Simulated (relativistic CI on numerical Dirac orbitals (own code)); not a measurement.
Method of calculation: Dirac-Coulomb-Breit CI, separate exchange-only KLI orbitals for each configuration, model QED (radiative potential, 1s self-energy scaled to tabulated hydrogen-like ionisation energies), unscaled Slater integrals (own radial code, finite nucleus).

The strongest absorption lines from the ground level of an ion, among the configurations computed and to levels below about 301 eV (vacuum wavelength in nm, gf): 5.3684 (0.32), 5.4592 (0.24), 5.5315 (0.54), 6.2387 (0.38), 6.2956 (0.53), 6.4115 (0.34), 6.7763 (0.27), 6.9196 (0.52).

Which ion is it?
A. Ag XXIX
B. Ag XXVII
C. Rh XXV
D. Sb XXXI

B. Ag XXVII has 21 electrons and the ground level 3s²3p⁶3d³ ⁴F3/2; the strongest line goes to 3s²3p⁵3d⁴ ⁴D°1/2. The pattern of lines fixes the number of electrons, and along that sequence the line energies rise steadily with the charge (about as its square where n changes within one kind of shell, about linearly where n is kept but much faster in heavy ions where fine structure, which grows about as Z⁴, sets the gap, and irregularly where shells cross), which fixes Z. Configurations outside the model, such as inner-shell arrays, can give stronger lines. At this charge energies of transitions that change n are usually good to better than 1 %, and those within a shell (Δn = 0) to a few per cent. Terms inside the open d or f shell come out 10 to 20 % too wide with unscaled integrals.

LS names give the leading component of a level, which can be under half, so a name can repeat, a term be missing and a line seem to break the LS rules.
